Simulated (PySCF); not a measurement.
**Unknown compound**

The spectra below were simulated for a compound C₆H₄N₂.

$^{1}$H NMR (600 MHz, computed): δ 9.10 (dd, J = 2.1, 1.0 Hz, 1H), 8.94 (dd, J = 5.5, 1.6 Hz, 1H), 8.00 (dt, J = 8.8, 1.9 Hz, 1H), 7.38 (ddd, J = 8.8, 5.5, 1.0 Hz, 1H).

$^{13}$C{$^{1}$H} NMR (computed): δ 161.7 (CH), 159.3 (CH), 147.3 (CH), 128.7 (CH), 123.1 (C), 116.8 (C).

PySCF calculation with J couplings at B3LYP/pcJ-1 (spin–dipole term only in couplings to heteroatoms), structure optimised with PBE0-D3(BJ)/def2-SVP and NMR shieldings at B97-2/pcSseg-2/GIAO; a single conformation, no relativistic terms, no solvent model.

References, each an isolated molecule treated in the same way: $^{1}$H (σref 31.36) and $^{13}$C (σref 183.46) vs TMS.

Propose a structure and justify it.

Results:


The formula gives 6 degrees of unsaturation (1 ring in the answer). 6 carbon signals for 6 carbons: no two carbons are equivalent. Carbon types of the structure: 2 × C, 4 × CH, which accounts for all hydrogens. δC 161.7, 159.3: aromatic CH next to a ring nitrogen; the adjacent pyridine-type nitrogen withdraws density from it. δC 147.3, 128.7: aromatic CH. δC 123.1: nitrile carbon; C≡N carbons fall here, among the sp2 signals but without a proton. δC 116.8: substituted aromatic carbon. δH 9.10, 8.94: hydrogen on an aromatic CH next to a ring nitrogen; ring current plus the neighbouring ring nitrogen. δH 8.00, 7.38: hydrogen on an aromatic CH; the ring current deshields protons in the ring plane. The protons at 8.00 and 7.38 share a coupling of 8.8 Hz (vicinal, an ortho-type coupling). The protons at 7.38 and 8.94 share a coupling of 5.5 Hz (vicinal, an ortho-type coupling).

The compound is `c1(C#N)cccnc1`.

This is the structure that produced the data.

Multiplet labels drop couplings under 1 Hz and merge nearly equal ones. Unscaled 3J(H,H) at this level run about 10 % above measured values. Shifts are as computed. Against solution values, carbons near 30 ppm lie about +4 ppm off and those near 130 ppm about +7 ppm. Of 1211 compounds with measured shifts, 218 miss one by over three times the rms of a fit or turn the order of signals round; such compounds aren't used in these exercises.
